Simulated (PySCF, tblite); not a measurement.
Compound: C₆H₈F₆.
Z-matrix (Å and degrees, GFN2-xTB geometry), rows numbered from 1:
```
C 
C   1  1.5277
C   2  1.5361  1  111.69
C   3  1.5181  2  113.10  1   -56.69
F   4  1.3424  3  113.13  2    79.00
F   4  1.3419  3  111.26  2  -161.86
F   4  1.3406  3  113.03  2   -42.08
C   2  1.5358  1  108.92  3   122.15
C   8  1.5174  2  114.14  1   171.22
F   9  1.3401  8  112.80  2   -45.25
F   9  1.3417  8  111.26  2  -165.01
F   9  1.3435  8  113.28  2    75.65
H   1  1.0856  2  110.96  3    65.88
H   1  1.0874  2  110.84  3   -54.69
H   1  1.0868  2  110.18  3  -174.94
H   2  1.0952  1  108.70  3  -119.70
H   3  1.0913  2  110.73  1  -175.82
H   3  1.0924  2  110.83  1    63.64
H   8  1.0918  2  109.28  1    52.19
H   8  1.0918  2  110.77  1   -67.22
```

Theory: PBE0/pcSseg-1 in PySCF (dipole) on a GFN2-xTB geometry, gas phase.

Masses are those of the commonest isotopes; rigid-rotor values at the optimised geometry. The values belong to one conformer with, in the numbering `[CH3:1][CH:2]([CH2:3][C:4]([F:5])([F:6])[F:7])[CH2:8][C:9]([F:10])([F:11])[F:12]`, C1–C2–C3–C4 -57°, C1–C2–C8–C9 171°.

Task: Give the principal moments of inertia and the rotational constants in MHz.

Result: Ia = 298.50, Ib = 1096.69, Ic = 1203.61 u·Å²; 505379 MHz·u·Å²/I gives A = 1693, B = 460.8, C = 419.9 MHz.

Task: Classify the top.

Result: A near-prolate asymmetric top. Ray's parameter κ = (2B − A − C)/(A − C) = -0.936; −1 is the prolate and +1 the oblate limit.

Task: Is it planar, by Δ = Ic − Ia − Ib?

Result: Not planar: Δ = Ic − Ia − Ib = -191.57 u·Å². For a rigid frame Δ = −2 Σ m c², so Σ m c² = 95.79 u·Å² lies off the ab plane: 7.89 from hydrogen and 87.90 from heavier atoms. The atom farthest from that plane is 1.58 Å away.

Task: Give the other two planar moments, Paa and Pbb, and the rms extents of the mass along the axes.

Result: Paa = Σ m a² = (Ib + Ic − Ia)/2 = 1000.90 and Pbb = Σ m b² = (Ia + Ic − Ib)/2 = 202.71 u·Å². With the mass M = 194.05 u, the rms extents √(P/M) along a, b and c are 2.27, 1.02, 0.70 Å.

Task: List the rotational levels J(Ka,Kc) to J = 4 (MHz).

Result: Above 0(0,0):
J = 1: 1(0,1) 881, 1(1,1) 2113, 1(1,0) 2154
J = 2: 2(0,2) 2641, 2(1,2) 3833, 2(1,1) 3956, 2(2,1) 7653, 2(2,0) 7654
J = 3: 3(0,3) 5279, 3(1,3) 6414, 3(1,2) 6659, 3(2,2) 10295, 3(2,1) 10300, 3(3,1) 16559, 3(3,0) 16559
J = 4: 4(0,4) 8792, 4(1,4) 9853, 4(1,3) 10262, 4(2,3) 13817, 4(2,2) 13832, 4(3,2) 20084, 4(3,1) 20084, 4(4,1) 28852, 4(4,0) 28852

Task: Which lines would a microwave search look for?

Result: The dipole components are |μa| = 0.69 D, |μb| = 2.17 D, |μc| = 0.92 D. Intensities carry the squares of the components, which stand as 0.10 : 1.00 : 0.18 (a : b : c). Some lines, for components of 0.1 D or more:

```csv
type,branch,"J(Ka,Kc)",MHz,lower level (cm⁻¹)
b,R,"2(0,2) ← 1(1,1)",528,0.070
a,R,"1(0,1) ← 0(0,0)",881,0.000
c,Q,"1(1,1) ← 1(0,1)",1232,0.029
b,Q,"2(1,1) ← 2(0,2)",1315,0.088
b,Q,"3(1,2) ← 3(0,3)",1380,0.176
b,R,"3(0,3) ← 2(1,2)",1446,0.128
a,R,"2(1,2) ← 1(1,1)",1720,0.070
b,R,"1(1,1) ← 0(0,0)",2113,0.000
a,R,"3(2,2) ← 2(2,1)",2642,0.255
c,Q,"3(2,2) ← 3(1,2)",3636,0.222
b,R,"3(2,2) ← 2(1,1)",6339,0.132
c,R,"3(2,2) ← 2(1,2)",6462,0.128
c,R,"3(3,0) ← 2(2,0)",8905,0.255
```

Task: Estimate the classical rotational partition function at 100 K, 298.15 K and 500 K.

Result: Point group C1, symmetry number σ = 1; q = (√π/σ)·√((kT/h)³/(ABC)), k/h = 20836.6 MHz/K: 295000 at 100 K, 1520000 at 298.15 K, 3290000 at 500 K.

Its GFN2-xTB frequencies are all real (lowest 16 cm⁻¹). These are rigid-rotor constants of the computed structure; measured ground-state constants (B0) also hold zero-point vibration. A rigid rotor knows nothing of internal rotation, which can split or shift real lines.

On an Arm Neoverse V1 with one thread (shared host), this took 55 s. This is the PBE0/pcSseg-1 job that gave the dipole, with the shieldings it also computed.
